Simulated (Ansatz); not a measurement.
Ansatz (a first-principles code) input:

Ansatz 0.2 input:
```yaml
crystal:
  periodic: [false, false, false]
  atoms:
    - {symbol: Mo, position_ang: [-0.17409201, 0.21903799, 0.05805914]}
    - {symbol: H, position_ang: [-0.78972487, -0.38525006, 1.54579819]}
    - {symbol: H, position_ang: [-0.53892902, 1.77947657, 0.32735160]}
    - {symbol: H, position_ang: [0.55163493, -1.15135062, -0.81339835]}
    - {symbol: H, position_ang: [-1.28769707, -0.02257944, -1.22993356]}
    - {symbol: H, position_ang: [0.74394898, -1.29127826, 0.25883277]}
    - {symbol: H, position_ang: [1.38250316, 0.89826708, -0.13218290]}
basis:
  gaussian:
    orbitals: def2-TZVP
hamiltonian:
  xc: b3lyp
  dispersion: d3bj
total_charge: 1
magnetization: {spin_polarized: true, initial_magnetization: 1}
relax: {f_tol: 0.002, max_steps: 150}
```

Predict the final energy.

-71.44107 Eh (B3LYP-D3(BJ)/def2-TZVP). The basis has 76 functions.

The spin state was set by rule; other spins were not relaxed.
